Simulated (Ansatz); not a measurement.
Reactions of `C#[C][SnH]([CH3])[CH3]`.

Isolated molecules relaxed with PBE0-D4/def2-TZVP in Ansatz; ΔE leaves out vibrations. CCSD(T)/CBS is the MP2 limit (def2-TZVPP, def2-QZVPP) plus CCSD(T) − MP2 in def2-TZVPP, frozen cores. This one scheme is used for every species. DFT in def2-TZVPP. def2 core potentials past Kr. For Ga, Sn outer-core shells are correlated without core-valence functions, which leaves a few kJ/mol of doubt a bond. Scalar relativity is left out up to krypton. Each species was taken in one conformer, which may not be the lowest.

| reaction | CCSD/CBS(def2) (kJ/mol) | PBE0-D4 (kJ/mol) | B2PLYP (kJ/mol) |
| --- | --- | --- | --- |
| `C#[C][SnH]([CH3])[CH3]` + `[NH2][Ga]([NH2])[OH]` → `C[O][Ga]([NH2])[NH2]` + `C#[C][SnH2][CH3]` | 96 | 86 | 88 |
| `C#[C][SnH]([CH3])[CH3]` + `OCS` → `C#CSCO` + `[CH3][SnH2][CH3]` | 54 | 30 | 40 |
| `C#[C][SnH]([CH3])[CH3]` + H–F → `C#CF` + `[CH3][SnH2][CH3]` | 175 | 148 | 158 |
| `C#[C][SnH]([CH3])[CH3]` + `CB(O)S` → `COB(C)S` + `C#[C][SnH2][CH3]` | 83 | 76 | 76 |

Q: Give the CCSD(T)/CBS values in the same order. (Best estimate.)

A: The calculation gave: 98, 51, 178, 84 kJ/mol.

Largest T1 diagnostic: 0.013, for `C#CF`.
